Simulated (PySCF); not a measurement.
From one molecule to another.

First species: C2H7NOSi.
SMILES: `C=CO[SiH2]N`

Second species: 1,2,3-trimethylbenzene, C9H12.
SMILES: `Cc1cccc(C)c1C`

Levels: CAM-B3LYP/def2-SVPD for dipole moment, HOMO energy, LUMO energy, HOMO–LUMO gap, static isotropic polarisability and electronic spatial extent ⟨r²⟩ about the centre of nuclear charge; TDDFT CAM-B3LYP/def2-SVPD for lowest singlet excitation; TDA CAM-B3LYP/def2-SVPD for lowest triplet excitation (Tamm–Dancoff); ΔSCF CAM-B3LYP/def2-SVPD for vertical ionisation energy; PBE0-D3(BJ)/def2-SVP for rotational constant A and rotational constant C. Geometries: PBE0-D3(BJ)/def2-SVP. All species are isolated and taken at one optimised geometry, non-relativistic unless stated; the electronic structure was computed with PySCF and density fitting.

The conformers computed, where there is a choice (atom-mapped SMILES and torsion angles):
- `[CH2:1]=[CH:2][O:3][SiH2:4][NH2:5]`: C1–C2–O3–Si4 6°, C2–O3–Si4–N5 -67°, H–N5–Si4–O3 80°, H–N5–Si4–O3 -70°

Values for the first species:

- Dipole moment: 1.41 D
- HOMO energy: -8.21 eV
- LUMO energy: 1.00 eV
- HOMO–LUMO gap: 9.21 eV
- Lowest singlet excitation: 6.43 eV
- Lowest triplet excitation (Tamm–Dancoff): 4.27 eV
- Static isotropic polarisability: 62.7 au
- Vertical ionisation energy: 9.12 eV
- Electronic spatial extent ⟨r²⟩ about the centre of nuclear charge: 603 bohr²
- Rotational constant A: 7.297 GHz
- Rotational constant C: 2.182 GHz

(1) Estimate the same properties for the second species, and the change in each.

Results:

(1) 
```json
{"property": "dipole moment", "first": "1.41 D", "second": "0.73 D", "second less first": "-0.68 D"}
{"property": "HOMO energy", "first": "-8.21 eV", "second": "-7.88 eV", "second less first": "+0.33 eV"}
{"property": "LUMO energy", "first": "1.00 eV", "second": "1.03 eV", "second less first": "+0.03 eV"}
{"property": "HOMO–LUMO gap", "first": "9.21 eV", "second": "8.91 eV", "second less first": "-0.30 eV"}
{"property": "lowest singlet excitation", "first": "6.43 eV", "second": "5.29 eV", "second less first": "-1.14 eV"}
{"property": "lowest triplet excitation (Tamm–Dancoff)", "first": "4.27 eV", "second": "3.96 eV", "second less first": "-0.31 eV"}
{"property": "static isotropic polarisability", "first": "62.7 au", "second": "105.7 au", "second less first": "+43.0 au"}
{"property": "vertical ionisation energy", "first": "9.12 eV", "second": "8.47 eV", "second less first": "-0.65 eV"}
{"property": "electronic spatial extent ⟨r²⟩ about the centre of nuclear charge", "first": "603 bohr²", "second": "1239 bohr²", "second less first": "+636 bohr²"}
{"property": "rotational constant A", "first": "7.297 GHz", "second": "2.217 GHz", "second less first": "-5.080 GHz"}
{"property": "rotational constant C", "first": "2.182 GHz", "second": "0.991 GHz", "second less first": "-1.191 GHz"}
```

On the first: The ΔSCF ionisation energy exceeds −ε(HOMO) by 0.91 eV with CAM-B3LYP.

On the second: S1 lies 3.62 eV below the HOMO–LUMO gap; its leading configuration is HOMO−1→LUMO, weight 0.52, beside HOMO→LUMO+1, weight 0.46. The dipole equals about 2.4 × 10⁻³⁰ C·m (1 D = 3.33564 × 10⁻³⁰ C·m).
